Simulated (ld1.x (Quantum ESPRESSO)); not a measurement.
## Reading a pseudo-wave (iridium (Ir))

Columns: radius, all-electron u(r) and pseudo u(r) of the 6p shell (level -1.19 eV) of iridium in the configuration [Xe] 4f14 5d7.5 6s1.5 6p0; LDA (PZ), scalar-relativistic, PAW scheme, ld1.x (Quantum ESPRESSO) 7.5.

```json
{"r (bohr)": "0.180", "all-electron": "-0.0514", "pseudo": "0.0048"}
{"r (bohr)": "0.360", "all-electron": "0.1160", "pseudo": "0.0189"}
{"r (bohr)": "0.540", "all-electron": "-0.0144", "pseudo": "0.0415"}
{"r (bohr)": "0.720", "all-electron": "-0.1539", "pseudo": "0.0717"}
{"r (bohr)": "0.900", "all-electron": "-0.1929", "pseudo": "0.1078"}
{"r (bohr)": "1.080", "all-electron": "-0.1524", "pseudo": "0.1483"}
{"r (bohr)": "1.260", "all-electron": "-0.0712", "pseudo": "0.1913"}
{"r (bohr)": "1.440", "all-electron": "0.0232", "pseudo": "0.2351"}
{"r (bohr)": "1.620", "all-electron": "0.1156", "pseudo": "0.2781"}
{"r (bohr)": "1.800", "all-electron": "0.1988", "pseudo": "0.3187"}
{"r (bohr)": "1.980", "all-electron": "0.2703", "pseudo": "0.3559"}
{"r (bohr)": "2.160", "all-electron": "0.3298", "pseudo": "0.3890"}
{"r (bohr)": "2.340", "all-electron": "0.3780", "pseudo": "0.4173"}
{"r (bohr)": "2.520", "all-electron": "0.4161", "pseudo": "0.4409"}
{"r (bohr)": "2.700", "all-electron": "0.4453", "pseudo": "0.4599"}
{"r (bohr)": "2.880", "all-electron": "0.4668", "pseudo": "0.4744"}
{"r (bohr)": "3.060", "all-electron": "0.4817", "pseudo": "0.4850"}
{"r (bohr)": "3.240", "all-electron": "0.4909", "pseudo": "0.4919"}
{"r (bohr)": "3.420", "all-electron": "0.4954", "pseudo": "0.4955"}
{"r (bohr)": "3.600", "all-electron": "0.4959", "pseudo": "0.4959"}
{"r (bohr)": "3.780", "all-electron": "0.4930", "pseudo": "0.4930"}
{"r (bohr)": "3.960", "all-electron": "0.4872", "pseudo": "0.4872"}
{"r (bohr)": "4.140", "all-electron": "0.4792", "pseudo": "0.4792"}
{"r (bohr)": "4.320", "all-electron": "0.4693", "pseudo": "0.4693"}
{"r (bohr)": "4.500", "all-electron": "0.4579", "pseudo": "0.4579"}
{"r (bohr)": "4.680", "all-electron": "0.4453", "pseudo": "0.4453"}
```

Problem. How many radial nodes do the two functions have?

Solution. The all-electron 6p function has n − l − 1 = 4 (the table is too coarse to show those close to the nucleus); the pseudo-wave has 0, since the states of the same l below it are removed with the core.

Problem. At about which radius was the pseudo-wave matched?

Solution. 3.60 bohr, where the columns begin to agree (steps of 0.18 bohr).

Problem. Where does each function peak?

Solution. Outermost all-electron maximum near 3.60 bohr, pseudo maximum near 3.60 bohr (to the table’s step).

Problem. Is the pseudo-wave norm-conserving?

Solution. No, it belongs to a PAW set: the norm inside the radius is not constrained, and the difference is carried by the augmentation charge.
